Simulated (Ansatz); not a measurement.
Be8⁻. The state is a doublet with charge -1. Geometry r2SCAN/def2-SVPD; atoms count from 1.

Cartesian coordinates in Å:
```
Be -1.2208 0.5610 0.6716
Be -1.4506 -0.1302 -1.2989
Be -0.3972 -1.4254 0.1133
Be -0.4656 1.6181 -0.9866
Be 0.2910 -0.5004 1.8695
Be 0.9556 0.9918 0.5528
Be 1.6322 -0.9929 0.4244
Be 0.6554 -0.1220 -1.3460
```

The relaxed charge -1 doublet is spin-contaminated (final ⟨S²⟩ up to 1.29, 0.75 for a pure state). The geometry of the doublet was relaxed on an unsound state (⟨S²⟩ 1.39, where a pure state has 0.75). The structure comes from a short search, and lower isomers may exist.

(1) Estimate the Mulliken populations from the PBE0/def2-TZVPD orbitals of Ansatz.

(2) Where does the spin sit?

(3) And the Mayer bond orders between bonded heavy atoms (over 0.3)?

Answers

(1) 
| atom | charge (e) | spin (α − β) |
| --- | --- | --- |
| Be1 | -0.12 | 0.60 |
| Be2 | -0.16 | -0.22 |
| Be3 | -0.02 | -0.02 |
| Be4 | -0.16 | -0.22 |
| Be5 | -0.20 | 0.15 |
| Be6 | -0.02 | -0.02 |
| Be7 | -0.20 | 0.15 |
| Be8 | -0.12 | 0.60 |
Mulliken values and Mayer orders depend strongly on the basis. With diffuse functions, as here, like atoms can get unlike values, and bond orders can come out too low or too high.

(2) Summed by element: Be 1.00, of 1 unpaired in all. Largest on single atoms: Be8 0.60, Be1 0.60, Be2 -0.22.

(3) Be1–Be2 0.51 (2.10 Å); Be1–Be3 0.40 (2.22 Å); Be1–Be4 0.51 (2.11 Å); Be1–Be5 0.56 (2.20 Å); Be1–Be6 0.41 (2.22 Å); Be2–Be3 0.55 (2.19 Å); Be2–Be4 0.70 (2.03 Å); Be2–Be8 0.51 (2.11 Å); Be3–Be5 0.54 (2.10 Å); Be3–Be7 0.54 (2.10 Å); Be3–Be8 0.41 (2.22 Å); Be4–Be6 0.55 (2.19 Å); Be4–Be8 0.51 (2.10 Å); Be5–Be6 0.54 (2.10 Å); Be5–Be7 0.72 (2.03 Å); Be6–Be7 0.54 (2.10 Å); Be6–Be8 0.40 (2.22 Å); Be7–Be8 0.56 (2.20 Å). Values over 0.3 also appear between atoms too far apart for a bond (Be1–Be7 0.45 at 3.26 Å; Be1–Be8 0.41 at 2.84 Å; Be2–Be5 0.31 at 3.63 Å; Be2–Be6 0.41 at 3.24 Å; Be2–Be7 0.31 at 3.64 Å; Be3–Be4 0.41 at 3.24 Å; Be3–Be6 0.38 at 2.80 Å; Be4–Be5 0.31 at 3.64 Å); they arise where an orbital or an unpaired electron spreads over both atoms.
